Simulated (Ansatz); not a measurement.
**Question.** Name a neutral molecule of C, O and H with size of the dipole moment (B3LYP/def2-TZVPP) between 0.45 and 0.75 D and HOMO–LUMO gap (PBE0/def2-TZVPP) between 5.20 and 5.50 eV (Ansatz, PBE0-D4/def2-TZVP geometry).

**Answer.** `c1ccc2c(c1)oc1ccccc12` (0.62 D, 5.36 eV). Other molecules can fit too; these were computed, each in one conformer that needn't be the lowest.

B3LYP here is the variant with VWN-RPA as its local correlation; programs differ in this.
